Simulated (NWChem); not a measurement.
# CH4GeOS, singlet; SMILES C[O][Ge][SH]

```xyz
8

Ge     0.6596     0.0053    -0.0001
O     -0.7699    -1.1157    -0.0011
C     -0.5953    -2.5187     0.0007
H     -1.0750    -2.9603     0.9022
H     -1.0855    -2.9633    -0.8936
H      0.4761    -2.8353    -0.0050
S     -0.6349     1.8717     0.0002
H      0.4644     2.6784     0.0000
```
Atoms are numbered in this order, from 1.

Results from NWChem. Medium grid unless said otherwise, to which SCAN and Minnesota functionals are sensitive. Low-valent species are run as closed-shell singlets; no triplet was tried in these runs. Geometry: optimised at PBE-D3(BJ)/def2-SVP. Total energies of different functionals are on different scales.

```json
[
 {"level": "B3LYP/def2-SVP", "energy (Ha)": "-2590.5591", "highest occupied level (eV)": "-6.78", "orbital gap (eV)": "4.71", "dipole (D)": "2.16"},
 {"level": "PBE/def2-SVP", "energy (Ha)": "-2589.8770", "highest occupied level (eV)": "-5.86", "orbital gap (eV)": "3.27", "dipole (D)": "1.96"},
 {"level": "M06/def2-SVP", "energy (Ha)": "-2590.3639", "highest occupied level (eV)": "-6.91", "orbital gap (eV)": "5.06", "dipole (D)": "2.39"},
 {"level": "N12/def2-SVP", "energy (Ha)": "-2591.5558", "highest occupied level (eV)": "-5.70", "orbital gap (eV)": "3.31", "dipole (D)": "2.16"},
 {"level": "PW6B95/def2-SVP", "energy (Ha)": "-2591.9462", "highest occupied level (eV)": "-7.08", "orbital gap (eV)": "5.24", "dipole (D)": "2.28"},
 {"level": "M06-2X/def2-SVP", "energy (Ha)": "-2590.4265", "highest occupied level (eV)": "-8.10", "orbital gap (eV)": "7.06", "dipole (D)": "2.31"},
 {"level": "M05-2X/def2-SVP", "energy (Ha)": "-2590.3987", "highest occupied level (eV)": "-8.23", "orbital gap (eV)": "7.19", "dipole (D)": "2.20"},
 {"level": "B3PW91/def2-SVP", "energy (Ha)": "-2590.4349", "highest occupied level (eV)": "-6.85", "orbital gap (eV)": "4.75", "dipole (D)": "2.26"},
 {"level": "MPW1K/def2-SVP", "energy (Ha)": "-2590.6057", "highest occupied level (eV)": "-7.88", "orbital gap (eV)": "6.42", "dipole (D)": "2.48"}
]
```
